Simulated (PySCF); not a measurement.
A series of related molecules.

All values: wB97X-D/def2-SVPD (PySCF) at PBE0-D3(BJ)/def2-SVP geometries, gas phase, one conformer each. Core orbitals are frozen in the response; Δα² is half the sum of the squared differences of the principal polarisabilities.

Problem. Rank by mean static polarisability, lowest first.
A. `C(/C)(=N\[H])C=O`
B. `[H]/N=C(/C)OC`
C. `[H]/N=C(/C)B(Cl)Cl`

Solution. A (6.96 Å³), B (7.42 Å³), C (10.62 Å³).

Problem. Rank by polarisability anisotropy Δα, lowest first.
A. `[H]/[N:3]=[C:2](/[CH3:1])[CH:4]=[O:5]` with C1–C2–C4–O5 180°
B. `C(/B(Cl)Cl)(=N/[H])C`
C. `[H]/[N:5]=[C:3](\[O:2][CH3:1])[CH3:4]` with C1–O2–C3–C4 179°
D. `[H]/N=C(/C)C#N`

Solution. C (2.38 Å³), A (3.00 Å³), D (3.38 Å³), B (4.71 Å³).

Problem. Rank by HOMO–LUMO gap, lowest first.
A. `[H]/N=C(/C)C=O`
B. `[H]/N=C(/C)OC`
C. `[H]/N=C(/C)C#N`
D. `[H]/N=C(/C)B(Cl)Cl`

Solution. D (8.84 eV), A (9.09 eV), C (10.49 eV), B (12.03 eV).

All values together:

```json
{"SMILES": "[H]/N=C(/C)OC", "formula": "C3H7NO", "μ (D)": "2.25", "HOMO (eV)": "-9.82", "LUMO (eV)": "2.21", "α (Å³)": "7.42", "Δα (Å³)": "2.38", "electrons": "40", "α per electron (Å³)": "0.186", "ΔSCF removal energy (eV)": "10.19"}
{"SMILES": "[H]/N=C(/C)C=O", "formula": "C3H5NO", "μ (D)": "2.95", "HOMO (eV)": "-9.76", "LUMO (eV)": "-0.68", "α (Å³)": "6.96", "Δα (Å³)": "3.00", "electrons": "38", "α per electron (Å³)": "0.183", "ΔSCF removal energy (eV)": "10.27"}
{"SMILES": "[H]/N=C(/C)B(Cl)Cl", "formula": "C2H4BCl2N", "μ (D)": "1.18", "HOMO (eV)": "-9.75", "LUMO (eV)": "-0.91", "α (Å³)": "10.62", "Δα (Å³)": "4.71", "electrons": "62", "α per electron (Å³)": "0.171", "ΔSCF removal energy (eV)": "9.98"}
{"SMILES": "[H]/N=C(/C)C#N", "formula": "C3H4N2", "μ (D)": "2.02", "HOMO (eV)": "-10.76", "LUMO (eV)": "-0.27", "α (Å³)": "7.14", "Δα (Å³)": "3.38", "electrons": "36", "α per electron (Å³)": "0.198", "ΔSCF removal energy (eV)": "11.10"}
```

Conformers: `[H]/[N:5]=[C:3](\[O:2][CH3:1])[CH3:4]` with C1–O2–C3–C4 179°; `[H]/[N:3]=[C:2](/[CH3:1])[CH:4]=[O:5]` with C1–C2–C4–O5 180°.
